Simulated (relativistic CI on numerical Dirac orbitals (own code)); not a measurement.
d1 in a ligand field

Computed with a parametric ligand-field model of a d^n configuration (Racah B and C, spin-orbit zeta, crystal field), exact diagonalisation.

Field parameters in Wybourne normalisation: Oh B⁴₀ = 21Dq, B⁴₄ = √(5/14) B⁴₀. The field is a parameter set, without covalency.

B = 950 cm⁻¹, C = 4430 cm⁻¹ (C/B = 4.66), Oh, no spin-orbit coupling. Tanabe-Sugano data, E/B above the lowest term (Δ = |10Dq|; b, c mark the second and third term of a kind):

| Δ/B | 2T2 | 2E |
| --- | --- | --- |
| 1.0 | 0.00 | 1.00 |
| 3.0 | 0.00 | 3.00 |
| 5.0 | 0.00 | 5.00 |
| 7.0 | 0.00 | 7.00 |
| 9.0 | 0.00 | 9.00 |
| 11.0 | 0.00 | 11.00 |
| 13.0 | 0.00 | 13.00 |
| 15.0 | 0.00 | 15.00 |
| 17.0 | 0.00 | 17.00 |
| 19.0 | 0.00 | 19.00 |
| 21.0 | 0.00 | 21.00 |
| 23.0 | 0.00 | 23.00 |
| 25.0 | 0.00 | 25.00 |
| 27.0 | 0.00 | 27.00 |
| 29.0 | 0.00 | 29.00 |
| 31.0 | 0.00 | 31.00 |
| 33.0 | 0.00 | 33.00 |
| 35.0 | 0.00 | 35.00 |
| 37.0 | 0.00 | 37.00 |
| 39.0 | 0.00 | 39.00 |
| 41.0 | 0.00 | 41.00 |
| 43.0 | 0.00 | 43.00 |
| 45.0 | 0.00 | 45.00 |
| 47.0 | 0.00 | 47.00 |

The ground term stays 2T2.
